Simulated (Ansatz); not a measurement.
Steps of a relaxation of C$_{2}$H$_{9}$AlBN with RKS PBE0-D4/def2-TZVP.

```sh
$ ansatz run in.yaml --threads 4 --pin off --events-out ev --progress --plain --max-ram 10444MiB
```

```yaml
crystal:
  periodic: [false, false, false]
  atoms:
    - {symbol: C, position_ang: [-1.979822, -1.052428, 0.139531]}
    - {symbol: B, position_ang: [-0.596395, -0.396142, -0.165386]}
    - {symbol: Al, position_ang: [0.830294, 0.297089, -1.625952]}
    - {symbol: C, position_ang: [0.400634, 0.088649, 0.987575]}
    - {symbol: N, position_ang: [1.404804, 0.989597, 0.318585]}
    - {symbol: H, position_ang: [-2.354742, -1.744496, -0.640306]}
    - {symbol: H, position_ang: [-2.090279, -1.519382, 1.142982]}
    - {symbol: H, position_ang: [-2.685827, -0.183802, 0.125572]}
    - {symbol: H, position_ang: [0.644052, 1.648315, -2.500960]}
    - {symbol: H, position_ang: [2.013507, -0.711315, -2.082680]}
    - {symbol: H, position_ang: [0.009043, 0.508045, 1.944126]}
    - {symbol: H, position_ang: [0.925015, -0.860069, 1.259733]}
    - {symbol: H, position_ang: [2.352955, 0.933683, 0.716928]}
    - {symbol: H, position_ang: [1.113761, 1.973257, 0.409051]}
basis:
  gaussian: {orbitals: def2-TZVP}
hamiltonian: {xc: pbe0, dispersion: d4}
relax: {f_tol: 0.005, max_steps: 150}
```

Positions (Å) and forces (eV/Å) along the path, 9 of 11 steps:

```xyz
14
step=1 energy=-10976.9035 eV
C    -1.980   -1.052    0.140   -0.319   -0.013    0.062
B    -0.596   -0.396   -0.165    0.046    0.016    0.110
Al    0.830    0.297   -1.626    0.135    0.093    0.086
C     0.401    0.089    0.988    0.038   -0.200    0.341
N     1.405    0.990    0.319    0.137    0.358    0.262
H    -2.355   -1.744   -0.640    0.208    0.325    0.397
H    -2.090   -1.519    1.143    0.063    0.211   -0.487
H    -2.686   -0.184    0.126    0.284   -0.377    0.014
H     0.644    1.648   -2.501    0.008   -0.150    0.104
H     2.014   -0.711   -2.083   -0.139    0.108    0.059
H     0.009    0.508    1.944    0.216   -0.174   -0.500
H     0.925   -0.860    1.260   -0.201    0.457   -0.123
H     2.353    0.934    0.717   -0.627   -0.033   -0.251
H     1.114    1.973    0.409    0.151   -0.622   -0.072
14
step=2 energy=-10976.9461 eV
C    -1.969   -1.043    0.140   -0.134    0.000    0.011
B    -0.591   -0.393   -0.170   -0.048   -0.028    0.079
Al    0.832    0.302   -1.620    0.044    0.039    0.120
C     0.395    0.084    0.985    0.064   -0.078    0.049
N     1.394    0.978    0.315    0.066    0.140    0.078
H    -2.334   -1.737   -0.625    0.052    0.094    0.103
H    -2.073   -1.503    1.134    0.029    0.064   -0.132
H    -2.675   -0.188    0.123    0.095   -0.128    0.002
H     0.639    1.645   -2.482    0.005   -0.016    0.012
H     2.003   -0.702   -2.069   -0.013    0.014    0.002
H     0.008    0.509    1.926    0.047   -0.056   -0.165
H     0.919   -0.850    1.260   -0.080    0.146   -0.036
H     2.331    0.915    0.708   -0.159   -0.021   -0.088
H     1.108    1.952    0.404    0.034   -0.170   -0.034
14
step=3 energy=-10976.9511 eV
C    -1.972   -1.043    0.142    0.013    0.012    0.009
B    -0.597   -0.395   -0.170    0.028    0.019   -0.032
Al    0.836    0.306   -1.607    0.006    0.011    0.022
C     0.394    0.084    0.976    0.002   -0.011    0.015
N     1.395    0.977    0.311   -0.046   -0.018   -0.039
H    -2.335   -1.736   -0.618    0.002   -0.013   -0.017
H    -2.068   -1.502    1.132    0.001   -0.009    0.024
H    -2.678   -0.196    0.128   -0.011    0.012    0.001
H     0.644    1.647   -2.468    0.000    0.015   -0.008
H     2.005   -0.695   -2.060    0.010   -0.009   -0.001
H     0.006    0.512    1.907   -0.018    0.016    0.028
H     0.914   -0.843    1.256    0.010   -0.016    0.011
H     2.328    0.908    0.700    0.018   -0.027   -0.009
H     1.114    1.947    0.399   -0.014    0.018   -0.004
14
step=4 energy=-10976.9516 eV
C    -1.971   -1.043    0.143    0.000    0.001    0.000
B    -0.596   -0.393   -0.171   -0.013   -0.006   -0.011
Al    0.836    0.309   -1.607    0.004    0.003    0.009
C     0.392    0.084    0.978    0.007   -0.008   -0.011
N     1.392    0.974    0.309   -0.001    0.010    0.001
H    -2.332   -1.737   -0.617   -0.003   -0.007   -0.007
H    -2.064   -1.502    1.133    0.001   -0.004    0.010
H    -2.678   -0.198    0.129   -0.009    0.006    0.000
H     0.647    1.652   -2.466    0.000    0.003   -0.002
H     2.007   -0.693   -2.058    0.002   -0.003   -0.002
H     0.002    0.517    1.908   -0.007    0.007    0.004
H     0.910   -0.843    1.262    0.006   -0.003    0.009
H     2.327    0.899    0.692    0.015   -0.009   -0.004
H     1.115    1.945    0.396   -0.003    0.011    0.004
14
step=6 energy=-10976.9518 eV
C    -1.971   -1.044    0.143   -0.003   -0.001    0.000
B    -0.597   -0.394   -0.172   -0.002    0.003    0.000
Al    0.837    0.310   -1.607   -0.003    0.003    0.001
C     0.391    0.085    0.977    0.002   -0.008    0.000
N     1.393    0.974    0.308    0.004    0.005   -0.003
H    -2.332   -1.739   -0.617   -0.001   -0.001    0.001
H    -2.063   -1.503    1.134    0.001   -0.001    0.000
H    -2.681   -0.200    0.130    0.000   -0.002    0.000
H     0.648    1.655   -2.465    0.000    0.000   -0.002
H     2.007   -0.692   -2.059    0.001    0.000    0.001
H    -0.002    0.520    1.905   -0.003    0.002   -0.003
H     0.910   -0.841    1.266    0.000    0.002    0.004
H     2.329    0.895    0.688    0.002   -0.004    0.000
H     1.118    1.946    0.399    0.002    0.002    0.002
14
step=7 energy=-10976.9518 eV
C    -1.971   -1.047    0.143   -0.005   -0.007    0.003
B    -0.598   -0.393   -0.172   -0.009    0.009    0.000
Al    0.832    0.314   -1.606    0.013    0.001   -0.014
C     0.389    0.087    0.977    0.024    0.027   -0.013
N     1.395    0.974    0.307   -0.016   -0.035    0.035
H    -2.329   -1.743   -0.618    0.000   -0.003    0.000
H    -2.061   -1.506    1.133   -0.001    0.001   -0.001
H    -2.683   -0.205    0.128    0.000    0.001    0.002
H     0.649    1.657   -2.468   -0.006    0.005    0.000
H     2.001   -0.690   -2.058    0.003   -0.005    0.000
H    -0.006    0.529    1.900   -0.005    0.000   -0.004
H     0.907   -0.837    1.275    0.003    0.001    0.001
H     2.332    0.882    0.683   -0.001    0.011   -0.011
H     1.130    1.948    0.405    0.001   -0.007    0.003
14
step=9 energy=-10976.9519 eV rejected
C    -1.970   -1.048    0.143   -0.001   -0.001    0.000
B    -0.598   -0.393   -0.173    0.000    0.002    0.004
Al    0.834    0.315   -1.607   -0.001   -0.003   -0.001
C     0.388    0.088    0.977    0.007    0.007    0.001
N     1.396    0.971    0.308   -0.001   -0.016   -0.007
H    -2.329   -1.744   -0.618    0.000   -0.001    0.000
H    -2.060   -1.508    1.133    0.001    0.001   -0.001
H    -2.682   -0.206    0.130   -0.002    0.000    0.001
H     0.648    1.661   -2.463   -0.001    0.002   -0.002
H     2.000   -0.690   -2.063    0.004    0.000   -0.001
H    -0.010    0.534    1.897   -0.008   -0.002    0.003
H     0.904   -0.835    1.281   -0.001   -0.001   -0.002
H     2.333    0.880    0.683    0.003    0.001    0.002
H     1.132    1.945    0.403    0.000    0.011    0.005
14
step=10 energy=-10976.9519 eV
C    -1.971   -1.048    0.143    0.000    0.001    0.000
B    -0.599   -0.392   -0.173    0.002    0.002    0.001
Al    0.834    0.315   -1.607   -0.001   -0.001   -0.001
C     0.388    0.089    0.977   -0.001   -0.001   -0.001
N     1.396    0.972    0.307   -0.002   -0.002   -0.001
H    -2.329   -1.744   -0.617    0.000    0.000    0.000
H    -2.059   -1.507    1.133    0.000    0.000    0.000
H    -2.684   -0.207    0.130    0.001   -0.001    0.000
H     0.647    1.660   -2.465    0.000    0.000    0.001
H     2.002   -0.689   -2.061    0.000    0.000   -0.001
H    -0.010    0.533    1.897    0.000    0.001    0.000
H     0.903   -0.835    1.278    0.000    0.000    0.001
H     2.333    0.879    0.682    0.001    0.000    0.002
H     1.133    1.946    0.405    0.001    0.002    0.000
14
step=11 energy=-10976.9520 eV
C    -1.970   -1.048    0.143    0.000    0.001    0.000
B    -0.598   -0.392   -0.173    0.000   -0.001    0.000
Al    0.834    0.315   -1.608   -0.001   -0.002    0.001
C     0.388    0.089    0.977   -0.002    0.002    0.000
N     1.397    0.970    0.308    0.002   -0.002   -0.002
H    -2.327   -1.746   -0.617    0.000    0.000    0.000
H    -2.058   -1.508    1.134    0.000    0.000    0.000
H    -2.684   -0.208    0.129   -0.001    0.000    0.000
H     0.646    1.662   -2.463    0.000    0.001    0.000
H     2.001   -0.688   -2.065    0.000    0.001   -0.001
H    -0.013    0.538    1.895    0.000    0.000    0.001
H     0.901   -0.834    1.283    0.001    0.000   -0.001
H     2.334    0.876    0.682    0.001   -0.001    0.001
H     1.137    1.945    0.405   -0.001    0.002    0.001
```

It took 35 s on 4 threads of an Arm Neoverse V2 on a shared host, with 0.58 GiB of host memory at the peak.
